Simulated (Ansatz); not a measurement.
ClFH$_{2}$NNbO, SMILES `[NH2][Nb](=[O])([F])[Cl]`. Total charge 0; spin multiplicity 1. Nb: def2 effective core potential.

```json
{"atom": "N1", "x (Å)": "-0.743", "y (Å)": "-0.936", "z (Å)": "-0.206"}
{"atom": "Nb2", "x (Å)": "0.451", "y (Å)": "0.537", "z (Å)": "0.225"}
{"atom": "O3", "x (Å)": "-0.370", "y (Å)": "1.385", "z (Å)": "1.425"}
{"atom": "F4", "x (Å)": "2.084", "y (Å)": "-0.110", "z (Å)": "0.871"}
{"atom": "Cl5", "x (Å)": "0.767", "y (Å)": "1.863", "z (Å)": "-1.635"}
{"atom": "H6", "x (Å)": "-0.540", "y (Å)": "-1.650", "z (Å)": "-0.894"}
{"atom": "H7", "x (Å)": "-1.649", "y (Å)": "-1.088", "z (Å)": "0.214"}
```

(1) List the harmonic frequencies (cm⁻¹, unscaled) at PBE0-D4/def2-TZVP in Ansatz. (An estimate is asked.)

(2) Is this a minimum?

(3) Give the ideal-gas thermochemistry at 298.15 K and 1 bar (rigid rotor, harmonic oscillator; point group C1, symmetry number 1).

(4) And at 400, 500, 600, 800 and 1000 K?

Answers

(1) Computed: 138, 155, 184, 219, 246, 397, 437, 528, 602, 691, 724, 1059, 1540, 3562, 3667.

(2) Yes, all 15 modes are real.

(3) Zero-point energy 84.6 kJ/mol; H(298) − E = 105.3 kJ/mol; entropy 352.5 J/(mol·K), of which translation 173.6, rotation 116.3, vibration 62.7; G(298) − E = 0.2 kJ/mol.

(4) 
```json
{"T (K)": "400", "H − E (kJ/mol)": "116.3", "S (J/mol/K)": "384.0", "G − E (kJ/mol)": "-37.3"}
{"T (K)": "500", "H − E (kJ/mol)": "128.0", "S (J/mol/K)": "410.0", "G − E (kJ/mol)": "-77.1"}
{"T (K)": "600", "H − E (kJ/mol)": "140.2", "S (J/mol/K)": "432.4", "G − E (kJ/mol)": "-119.2"}
{"T (K)": "800", "H − E (kJ/mol)": "166.0", "S (J/mol/K)": "469.4", "G − E (kJ/mol)": "-209.5"}
{"T (K)": "1000", "H − E (kJ/mol)": "192.8", "S (J/mol/K)": "499.3", "G − E (kJ/mol)": "-306.5"}
```
